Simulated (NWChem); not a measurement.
Program: NWChem. System: GaN, charge 0, spin multiplicity 3, at a geometry optimised with UB3LYP/def2-SVP. The structure started from a generated list of species. Its SCF solution wasn't tested for a lower state. Level: UHF/def2-TZVP.

Job file:

```
start mol
memory heap 200 mb stack 900 mb global 1100 mb
geometry units angstroms nocenter noautoz
  Ga     0.000000     0.000000     0.342580
  N      0.000000     0.000000    -1.517141
  symmetry group C2v
end
basis spherical
  * library def2-tzvp
end
scf
  uhf
  nopen 2
  maxiter 100
  thresh 1e-7
  semidirect memsize 60000000 filesize 0
  # guess.movecs holds the orbitals of an unrestricted PBE0 run
  vectors input guess.movecs output mol.movecs
end
task scf energy
```

Output (cleaned and shortened):

```
             Northwest Computational Chemistry Package (NWChem) 7.3.0
             --------------------------------------------------------

                                NWChem Input Module
                                -------------------

 Scaling coordinates for geometry "geometry" by  1.889725989
 (inverse scale =  0.529177249)

 Turning off AUTOSYM since
 SYMMETRY directive was detected!

                             Geometry "geometry" -> ""
                             -------------------------

 Output coordinates in angstroms (scale by  1.889725989 to convert to a.u.)

  No.       Tag          Charge          X              Y              Z
 ---- ---------------- ---------- -------------- -------------- --------------
    1 Ga                  31.0000     0.00000000     0.00000000     0.34258000
    2 N                    7.0000     0.00000000     0.00000000    -1.51714100

 Effective nuclear repulsion energy (a.u.)      61.7466077078

            Nuclear Dipole moment (a.u.)
            ----------------------------
        X                 Y               Z
 ---------------- ---------------- ----------------
     0.0000000000     0.0000000000    -0.0000132281

      Symmetry information
      --------------------

 Group name             C2v
 Group number             16
 Group order               4
 No. of unique centers     2

      Symmetry unique atoms

     1    2


 Summary of "ao basis" -> "" (spherical)
 ------------------------------------------------------------------------------
       Tag                 Description            Shells   Functions and Types
 ---------------- ------------------------------  ------  ---------------------
 *                         def2-tzvp                  on all atoms

 Summary of "ao basis" -> "ao basis" (spherical)
 ------------------------------------------------------------------------------
       Tag                 Description            Shells   Functions and Types
 ---------------- ------------------------------  ------  ---------------------
 Ga                        def2-tzvp                16       48   6s5p4d1f
 N                         def2-tzvp                11       31   5s3p2d1f

                                 NWChem SCF Module
                                 -----------------

  ao basis        = "ao basis"
  functions       =    79
  atoms           =     2
  alpha electrons =    20
  beta  electrons =    18
  charge          =   0.00
  wavefunction    = UHF
  use symmetry    = T
  symmetry adapt  = T

 Summary of "ao basis" -> "ao basis" (spherical)
 ------------------------------------------------------------------------------
       Tag                 Description            Shells   Functions and Types
 ---------------- ------------------------------  ------  ---------------------
 Ga                        def2-tzvp                16       48   6s5p4d1f
 N                         def2-tzvp                11       31   5s3p2d1f

      Symmetry analysis of basis
      --------------------------

        a1         35
        a2          8
        b1         18
        b2         18

 Forming initial guess at       0.1s

   Symmetry analysis of molecular orbitals - initial alpha
   -------------------------------------------------------

  Numbering of irreducible representations:

     1 a1          2 a2          3 b1          4 b2

  Orbital symmetries:

     1 a1          2 a1          3 b2          4 b1          5 a1
     6 a1          7 a1          8 b2          9 b1         10 a1
[...]
 Vector   23  Occ=0.000000D+00  E= 1.240484D-01  Symmetry=a1
              MO Center= -1.5D-14, -1.1D-14,  3.0D-01, r^2= 7.1D+00
   Bfn.  Coefficient  Atom+Function         Bfn.  Coefficient  Atom+Function
  ----- ------------  ---------------      ----- ------------  ---------------
    53      1.838798  2 N  s                 21      1.734918  1 Ga pz
     6     -1.412713  1 Ga s                 62      0.614820  2 N  pz
    18      0.240917  1 Ga pz                52     -0.184775  2 N  s
    39     -0.182819  1 Ga d  0              51      0.160800  2 N  s

                     UHF Final Beta Molecular Orbital Analysis
                     -----------------------------------------

 Vector   16  Occ=1.000000D+00  E=-8.236698D-01  Symmetry=a1
              MO Center=  2.5D-15, -2.4D-15, -1.3D+00, r^2= 8.6D-01
   Bfn.  Coefficient  Atom+Function         Bfn.  Coefficient  Atom+Function
  ----- ------------  ---------------      ----- ------------  ---------------
    52      0.443266  2 N  s                 51      0.325022  2 N  s
    50     -0.219589  2 N  s                 53      0.202735  2 N  s
     5      0.179241  1 Ga s

 Vector   17  Occ=1.000000D+00  E=-3.848320D-01  Symmetry=a1
              MO Center= -2.9D-15, -9.2D-17,  3.2D-01, r^2= 2.4D+00
   Bfn.  Coefficient  Atom+Function         Bfn.  Coefficient  Atom+Function
  ----- ------------  ---------------      ----- ------------  ---------------
     5      0.628679  1 Ga s                  6      0.511597  1 Ga s
     4     -0.289019  1 Ga s                  3     -0.198967  1 Ga s
    53     -0.194693  2 N  s                 52     -0.164689  2 N  s

 Vector   18  Occ=1.000000D+00  E=-3.230111D-01  Symmetry=b1
              MO Center= -1.2D-14, -2.8D-16, -1.2D+00, r^2= 1.7D+00
   Bfn.  Coefficient  Atom+Function         Bfn.  Coefficient  Atom+Function
  ----- ------------  ---------------      ----- ------------  ---------------
    54      0.344604  2 N  px                57      0.326918  2 N  px
    60      0.311401  2 N  px                16      0.195719  1 Ga px
    19      0.188858  1 Ga px

 Vector   19  Occ=0.000000D+00  E= 1.303539D-02  Symmetry=b2
              MO Center= -3.5D-15, -3.3D-14,  4.3D-02, r^2= 4.2D+00
   Bfn.  Coefficient  Atom+Function         Bfn.  Coefficient  Atom+Function
  ----- ------------  ---------------      ----- ------------  ---------------
    20      0.729718  1 Ga py                17      0.270420  1 Ga py

 Vector   20  Occ=0.000000D+00  E= 5.200520D-02  Symmetry=a1
              MO Center= -2.1D-15, -1.2D-14, -2.5D-01, r^2= 4.3D+00
   Bfn.  Coefficient  Atom+Function         Bfn.  Coefficient  Atom+Function
  ----- ------------  ---------------      ----- ------------  ---------------
    21      0.510180  1 Ga pz                62     -0.386396  2 N  pz
    53      0.355980  2 N  s                  6      0.345022  1 Ga s
    18      0.268677  1 Ga pz                56     -0.226970  2 N  pz
     5     -0.205196  1 Ga s                 59     -0.173498  2 N  pz

 Vector   21  Occ=0.000000D+00  E= 6.490513D-02  Symmetry=b1
              MO Center= -5.9D-14,  1.7D-15,  3.6D-01, r^2= 4.8D+00
   Bfn.  Coefficient  Atom+Function         Bfn.  Coefficient  Atom+Function
  ----- ------------  ---------------      ----- ------------  ---------------
    19      0.867097  1 Ga px                60     -0.352718  2 N  px
    16      0.240153  1 Ga px                54     -0.183604  2 N  px

 center of mass
 --------------
 x =   0.00000000 y =   0.00000000 z =   0.05395893

 moments of inertia (a.u.)
 ------------------
         143.744912600064           0.000000000000           0.000000000000
           0.000000000000         143.744912600064           0.000000000000
           0.000000000000           0.000000000000           0.000000000000

  Mulliken analysis of the total density
  --------------------------------------

    Atom       Charge   Shell Charges
 -----------   ------   -------------------------------------------------------
    1 Ga  31    30.62   2.00  2.00  1.18  0.78  1.01  0.91  5.98  4.43  1.56  0.41  0.22  8.89  1.13  0.00  0.08  0.03
    2 N    7     7.38   0.82  1.15  0.61  0.96  0.29  1.28  1.48  0.79  0.00  0.01  0.00

  Mulliken analysis of the alpha density
  --------------------------------------

    Atom       Charge   Shell Charges
 -----------   ------   -------------------------------------------------------
    1 Ga  31    15.34   1.00  1.00  0.59  0.39  0.47  0.49  2.99  2.22  0.78  0.26  0.09  4.45  0.56  0.01  0.03  0.02
    2 N    7     4.66   0.41  0.58  0.33  0.51  0.11  1.04  1.17  0.51  0.00  0.00  0.00

   Mulliken analysis of the beta density
   -------------------------------------

    Atom       Charge   Shell Charges
 -----------   ------   -------------------------------------------------------
    1 Ga  31    15.27   1.00  1.00  0.59  0.39  0.54  0.42  2.99  2.21  0.78  0.15  0.13  4.44  0.57 -0.00  0.05  0.01
    2 N    7     2.73   0.41  0.58  0.28  0.45  0.18  0.24  0.31  0.28  0.00  0.00  0.00

   Mulliken analysis of the spin density
   -------------------------------------

    Atom       Charge   Shell Charges
 -----------   ------   -------------------------------------------------------
    1 Ga  31     0.07  -0.00 -0.00 -0.00  0.00 -0.06  0.07  0.00  0.01 -0.00  0.11 -0.04  0.00 -0.00  0.01 -0.02  0.01
    2 N    7     1.93   0.00 -0.00  0.05  0.06 -0.07  0.79  0.86  0.23 -0.00 -0.00  0.00

       Multipole analysis of the density wrt the origin
       ------------------------------------------------

     L   x y z        total         alpha         beta         nuclear
     -   - - -        -----         -----         ----         -------
     0   0 0 0     -0.000000    -20.000000    -18.000000     38.000000

     1   1 0 0     -0.000000     -0.000000      0.000000      0.000000
     1   0 1 0      0.000000      0.000000      0.000000      0.000000
     1   0 0 1      0.817629      2.935871     -2.118229     -0.000013

     2   2 0 0    -16.644399     -8.238205     -8.406194      0.000000
     2   1 1 0      0.000000      0.000000     -0.000000      0.000000
     2   1 0 1     -0.000000     -0.000000      0.000000      0.000000
     2   0 2 0    -14.556436     -8.310521     -6.245915      0.000000
     2   0 1 1     -0.000000     -0.000000     -0.000000      0.000000
     2   0 0 2    -19.491077    -55.302322    -34.718026     70.529272

 Task  times  cpu:        2.4s     wall:        2.4s

 Total times  cpu:        2.5s     wall:        2.5s
```
